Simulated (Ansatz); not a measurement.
`N#[C][GaH][F]` + HI → `[F][GaH][I]` + `C#N` at 600 K and 1 bar (ligand exchange at a Ga–C bond).

Gas-phase electronic energies from Ansatz, PBE0-D4/def2-TZVP geometries. CCSD(T)/CBS adds triple-zeta CCSD(T) − MP2 to the extrapolated MP2 energy (def2 sets, frozen cores). This one scheme is used for every species. Elements past krypton have def2 core potentials. For Ga, I outer-core shells are correlated without core-valence functions, which leaves a few kJ/mol of doubt a bond. Scalar relativity is left out up to krypton.

```json
{"species": "`N#[C][GaH][F]`", "CCSD(T)/CBS energy (Eh)": "-2117.11015", "H − E (kJ/mol)": "85.0", "S (J/(mol·K))": "368.1"}
{"species": "HI", "CCSD(T)/CBS energy (Eh)": "-298.03592", "H − E (kJ/mol)": "31.6", "S (J/(mol·K))": "227.0"}
{"species": "`[F][GaH][I]`", "CCSD(T)/CBS energy (Eh)": "-2321.86103", "H − E (kJ/mol)": "59.9", "S (J/(mol·K))": "361.8"}
{"species": "`C#N`", "CCSD(T)/CBS energy (Eh)": "-93.32098", "H − E (kJ/mol)": "64.3", "S (J/(mol·K))": "228.4"}
```

H − E and S are ideal-gas, rigid-rotor, harmonic terms from PBE0-D4/def2-TZVP. 1 Eh = 2625.50 kJ/mol, R = 8.31446 J/(mol·K).

Q: By hand: ΔE, ΔH, ΔS and ΔG.

A: ΔE = (-2321.86103) + (-93.32098) − (-2117.11015) − (-298.03592) = -0.03594 Eh = -94.4 kJ/mol. Δ(H − E) = 59.9 + 64.3 − 85.0 − 31.6 = 7.6, so ΔH = -86.8 kJ/mol. ΔS = 361.8 + 228.4 − 368.1 − 227.0 = -4.9 J/(mol·K). ΔG = -86.8 − 600 × (-4.9)/1000 = -83.9 kJ/mol.

Q: By hand: the equilibrium constant, and the temperature at which ΔG would vanish if ΔH and ΔS stayed fixed.

A: log₁₀ K = −ΔG/(RT ln 10) = 7.3. ΔG = 0 at ΔH/ΔS = 17714 K, far beyond where these terms or the molecules hold.

The number of gas molecules stays the same, so ΔS is small and ΔH decides. A doubt of 5 kJ/mol in ΔE shifts log₁₀ K by 0.4 here. These are equilibria of isolated gas molecules and say nothing of rates. Largest T1 diagnostic: 0.015 (customary marks: 0.02 for closed shells, 0.045 for open ones).
